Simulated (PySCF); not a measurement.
Isomers of C7H8. Level of theory: PBE0-D3(BJ)/def2-SVP geometry optimisation, gas phase in PySCF 2.14.0. Energies are electronic, without zero-point or thermal terms, for one conformer each. No frequencies were run at this level. Point groups hold within 0.08 Å.

Question: Rank from lowest to highest electronic energy at this level (kJ/mol).
A. `C[C@@]12C=C[C@H]3[C@@H]1[C@H]32`
B. `[CH:1]1=[CH:2][CH:3]=[CH:4][CH2:5][CH:6]=[CH:7]1` with C1–C2–C3–C4 -32°, C3–C4–C5–C6 68°, C4–C5–C6–C7 -68°, C2–C1–C7–C6 32° (cycloheptatriene)

Answer: B (0.0), A (144.4).

As drawn, the higher has a three-membered ring and a quaternary carbon, which the lower lacks.

| SMILES | E (Eh) | E rel (kJ/mol) | dipole (D) | point group | A, B, C (MHz) |
| --- | --- | --- | --- | --- | --- |
| C1=CC=CCC=C1 | -270.99950 | 0.0 | 0.32 | Cs | 3705, 3692, 2036 |
| C[C@@]12C=C[C@H]3[C@@H]1[C@H]32 | -270.94448 | 144.4 | 0.92 | Cs | 5267, 3164, 2313 |

How do the relative energies change in single points at PBE0/pcSseg-1 (no added dispersion term) on the same geometries?

| SMILES | PBE0-D3(BJ)/def2-SVP (kJ/mol) | PBE0/pcSseg-1 (kJ/mol) | shift |
| --- | --- | --- | --- |
| C1=CC=CCC=C1 | 0.0 | 0.0 | 0.0 |
| C[C@@]12C=C[C@H]3[C@@H]1[C@H]32 | 144.4 | 151.5 | +7.1 |

Each column counts from its own lowest isomer. The order is unchanged; the largest shift is 7.1 kJ/mol.
